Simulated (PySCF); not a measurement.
**Titanium: a sound run and one with changed settings**

Sound run: Ti²⁺ [Ar] 3d2, Ti³⁺ [Ar] 3d1. Calculation: PySCF 2.14, in pcseg-2 (6s4p3d2f1g, 56 functions); no relativity, point nucleus. In the sound run the correlated levels freeze [Ar]. The sound run starts from symmetry-adapted Hartree-Fock orbitals and uses a fine grid where one is needed.

A second run was set up differently.

```csv
species,method,sound run (hartree),changed run (hartree),converged
Ti²⁺,MP2,-847.72488,-847.96914,yes
Ti³⁺,MP2,n/a,-846.97049,yes
```

Ionisation energy of Ti²⁺:

```csv
method,sound run (eV),changed run (eV)
UHF,26.674,26.674
MP2,26.785,27.175
SCS-MP2,26.711,27.092
```

**Question.** What was changed?
A. basis contracted for another Hamiltonian
B. level shift left on
C. all electrons correlated in a valence basis
D. minimal basis

**Answer.** C. A valence basis has no tight correlating functions, so it recovers only part of the core correlation, and not evenly between atom and ion.
